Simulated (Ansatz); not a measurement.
MH2Cl2 with several metals: gap (eV) at several levels, gas phase, relaxed structures; Ansatz. Core potentials for Zr in the def2 sets, no spin–orbit coupling. HOMO and LUMO are taken over both spins. The structures are stationary points that may keep the symmetry of their start.

```json
{"species": "VH2Cl2", "state": "doublet", "geometry": "PBE-D4/def2-TZVP", "PBE-D4/def2-SVP": "0.59", "PBE-D4/def2-TZVP": "0.62", "r2SCAN-D4/def2-TZVP": "1.26", "PBE0-D4/def2-TZVP": "4.34"}
{"species": "ZrH2Cl2", "state": "singlet", "geometry": "PBE-D4/def2-TZVP", "PBE-D4/def2-SVP": "3.75", "PBE-D4/def2-TZVP": "3.75", "r2SCAN-D4/def2-TZVP": "4.31", "PBE0-D4/def2-TZVP": "6.05"}
{"species": "TiH2Cl2", "state": "singlet", "geometry": "r2SCAN-D4/def2-TZVP", "PBE-D4/def2-SVP": "3.16", "PBE-D4/def2-TZVP": "3.15", "r2SCAN-D4/def2-TZVP": "3.70", "PBE0-D4/def2-TZVP": "5.90"}
```

Estimate the column for PBE0-D4/def2-SVP.

VH2Cl2 4.36; ZrH2Cl2 6.06; TiH2Cl2 5.92.

Over the 3 species that have every level, the mean is 2.50 at PBE-D4/def2-SVP, 2.51 at PBE-D4/def2-TZVP, 3.09 at r2SCAN-D4/def2-TZVP, 5.44 at PBE0-D4/def2-SVP, 5.43 at PBE0-D4/def2-TZVP. Orbital gaps grow with the share of exact exchange and aren't one observable across functionals.
